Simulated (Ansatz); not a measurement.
Method: Ansatz (an electronic-structure program) with frozen-core CCSD(T)/cc-pVTZ // B3LYP-D3(BJ)/def2-TZVP.

Ansatz 0.2 input:
```yaml
crystal:
  periodic: [false, false, false]
  atoms:
    - { symbol: Br, position_ang: [1.782838, -0.668993, 0.108655] }
    - { symbol: B, position_ang: [-0.000018, 0.000007, 0.000074] }
    - { symbol: Br, position_ang: [-1.469758, -1.21238, -0.088774] }
    - { symbol: Br, position_ang: [-0.313062, 1.881367, -0.019956] }
basis:
  gaussian: { orbitals: cc-pVTZ }
correlation:
  method: ccsd_t
```

Output:

```
Functional definition: HF
1036 factors; integrals over basis functions are off by at most 4.9e-4 eV
mean field evaluation 1: about -210674.0499 eV, gradient 1.9e1 eV
mean field evaluation 2: about -210674.1535 eV, gradient 1.9e1 eV
mean field evaluation 4: about -210675.4931 eV, gradient 2.2e0 eV
mean field evaluation 8: about -210675.5267 eV, gradient 8.7e-2 eV
mean field evaluation 16: about -210674.8785 eV, gradient 1.4e1 eV
mean field -210675.52673106 eV, -7742.1828063654 hartree, gradient 1.7e-6 eV, S^2 0.000000; 0 other end points of the search recorded, 0 dependent functions left out
28 core orbitals not correlated
reference -210675.52673106 eV, -7742.1828063654 hartree; 27, 27 occupied and 104, 104 virtual orbitals, 1036 factors
second order -21.01092077 eV of doubles, -0.00000000 eV of singles
cycle   1  -21.03652729 eV  change   -2.6e-2 eV  update   1.0e-1
cycle   2  -21.52621530 eV  change   -4.9e-1 eV  update   2.9e-2
cycle   3  -21.62547961 eV  change   -9.9e-2 eV  update   1.6e-2
cycle   4  -21.60563896 eV  change    2.0e-2 eV  update   4.8e-3
cycle   5  -21.60539150 eV  change    2.5e-4 eV  update   2.0e-3
cycle   6  -21.60535746 eV  change    3.4e-5 eV  update   4.3e-4
cycle   7  -21.60517620 eV  change    1.8e-4 eV  update   1.1e-4
cycle   8  -21.60522430 eV  change   -4.8e-5 eV  update   2.8e-5
perturbative correction -0.93728293 eV, -0.0344445124 hartree
Total energy: -210698.06923828 eV, -7743.0112282261 hartree
```

Cost: about 80 core-seconds (a rough figure).
